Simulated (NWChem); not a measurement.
The numbers come from NWChem runs, not from measurements. System: OSe, charge 0, spin multiplicity 3, at a geometry optimised with UB3LYP/def2-SVP. The structure started from a generated list of species. Its SCF solution wasn't tested for a lower state. Level: UHF/def2-TZVP.

Job file:

```
start mol
memory heap 200 mb stack 900 mb global 1100 mb
geometry units angstroms nocenter noautoz
  O      0.000000     0.000000     1.341033
  Se     0.000000     0.000000    -0.315537
  symmetry group C2v
end
basis spherical
  * library def2-tzvp
end
scf
  uhf
  nopen 2
  maxiter 100
  thresh 1e-7
  semidirect memsize 60000000 filesize 0
  # guess.movecs holds the orbitals of an unrestricted PBE0 run
  vectors input guess.movecs output mol.movecs
end
task scf energy
```

NWChem printed:

```
             Northwest Computational Chemistry Package (NWChem) 7.3.0
             --------------------------------------------------------

                                NWChem Input Module
                                -------------------

 Scaling coordinates for geometry "geometry" by  1.889725989
 (inverse scale =  0.529177249)

 Turning off AUTOSYM since
 SYMMETRY directive was detected!

                             Geometry "geometry" -> ""
                             -------------------------

 Output coordinates in angstroms (scale by  1.889725989 to convert to a.u.)

  No.       Tag          Charge          X              Y              Z
 ---- ---------------- ---------- -------------- -------------- --------------
    1 O                    8.0000     0.00000000     0.00000000     1.34103300
    2 Se                  34.0000     0.00000000     0.00000000    -0.31553700

 Effective nuclear repulsion energy (a.u.)      86.8880951170

            Nuclear Dipole moment (a.u.)
            ----------------------------
        X                 Y               Z
 ---------------- ---------------- ----------------
     0.0000000000     0.0000000000     0.0000113384

      Symmetry information
      --------------------

 Group name             C2v
 Group number             16
 Group order               4
 No. of unique centers     2

      Symmetry unique atoms

     1    2


 Summary of "ao basis" -> "" (spherical)
 ------------------------------------------------------------------------------
       Tag                 Description            Shells   Functions and Types
 ---------------- ------------------------------  ------  ---------------------
 *                         def2-tzvp                  on all atoms

 Summary of "ao basis" -> "ao basis" (spherical)
 ------------------------------------------------------------------------------
       Tag                 Description            Shells   Functions and Types
 ---------------- ------------------------------  ------  ---------------------
 O                         def2-tzvp                11       31   5s3p2d1f
[...]
  ----- ------------  ---------------      ----- ------------  ---------------
    51      0.555644  2 Se py                13     -0.355041  1 O  py
    48      0.318212  2 Se py                 7     -0.258715  1 O  py
    42     -0.232244  2 Se py                10     -0.219471  1 O  py
    45      0.209939  2 Se py

 Vector   23  Occ=0.000000D+00  E= 1.292463D-01  Symmetry=a1
              MO Center= -3.1D-16, -6.0D-16, -4.8D-01, r^2= 4.1D+00
   Bfn.  Coefficient  Atom+Function         Bfn.  Coefficient  Atom+Function
  ----- ------------  ---------------      ----- ------------  ---------------
    52      1.310105  2 Se pz                 5     -1.133466  1 O  s
    37      1.014210  2 Se s                 14      0.537585  1 O  pz
    49      0.207740  2 Se pz                11      0.180390  1 O  pz
     8      0.175683  1 O  pz

 center of mass
 --------------
 x =   0.00000000 y =   0.00000000 z =  -0.06872830

 moments of inertia (a.u.)
 ------------------
         130.331716893081           0.000000000000           0.000000000000
           0.000000000000         130.331716893081           0.000000000000
           0.000000000000           0.000000000000           0.000000000000

  Mulliken analysis of the total density
  --------------------------------------

    Atom       Charge   Shell Charges
 -----------   ------   -------------------------------------------------------
    1 O    8     8.42   0.79  1.18  0.60  0.99  0.33  1.74  1.92  0.83  0.00  0.03  0.00
    2 Se  34    33.58   2.00  2.00  1.16  0.78  1.02  0.93  6.00  5.93  0.90  1.94  0.70  8.97  1.04  0.05  0.11  0.03

  Mulliken analysis of the alpha density
  --------------------------------------

    Atom       Charge   Shell Charges
 -----------   ------   -------------------------------------------------------
    1 O    8     4.61   0.40  0.59  0.32  0.51  0.15  1.11  1.15  0.37  0.00  0.01  0.00
    2 Se  34    17.39   1.00  1.00  0.58  0.39  0.52  0.46  3.00  2.97  0.58  1.31  0.47  4.48  0.52  0.03  0.05  0.01

   Mulliken analysis of the beta density
   -------------------------------------

    Atom       Charge   Shell Charges
 -----------   ------   -------------------------------------------------------
    1 O    8     3.81   0.40  0.59  0.28  0.48  0.18  0.62  0.77  0.46  0.00  0.02  0.00
    2 Se  34    16.19   1.00  1.00  0.58  0.39  0.50  0.48  3.00  2.96  0.31  0.62  0.23  4.49  0.52  0.02  0.06  0.02

   Mulliken analysis of the spin density
   -------------------------------------

    Atom       Charge   Shell Charges
 -----------   ------   -------------------------------------------------------
    1 O    8     0.80   0.00 -0.00  0.03  0.03 -0.03  0.49  0.39 -0.10 -0.00 -0.01 -0.00
    2 Se  34     1.20  -0.00  0.00  0.00 -0.00  0.02 -0.02  0.00  0.01  0.27  0.69  0.24 -0.01  0.00  0.01 -0.01 -0.00

       Multipole analysis of the density wrt the origin
       ------------------------------------------------

     L   x y z        total         alpha         beta         nuclear
     -   - - -        -----         -----         ----         -------
     0   0 0 0     -0.000000    -22.000000    -20.000000     42.000000

     1   1 0 0     -0.000000     -0.000000     -0.000000      0.000000
     1   0 1 0      0.000000     -0.000000      0.000000      0.000000
     1   0 0 1     -1.011040     -0.817707     -0.193344      0.000011

     2   2 0 0    -17.017676    -10.097580     -6.920095      0.000000
     2   1 1 0     -0.000000     -0.000000      0.000000      0.000000
     2   1 0 1     -0.000000      0.000000     -0.000000      0.000000
     2   0 2 0    -17.017676    -10.097580     -6.920095      0.000000
     2   0 1 1      0.000000      0.000000     -0.000000      0.000000
     2   0 0 2    -18.589079    -44.751882    -37.302575     63.465378

 Task  times  cpu:        1.9s     wall:        1.9s

 Total times  cpu:        1.9s     wall:        1.9s
```
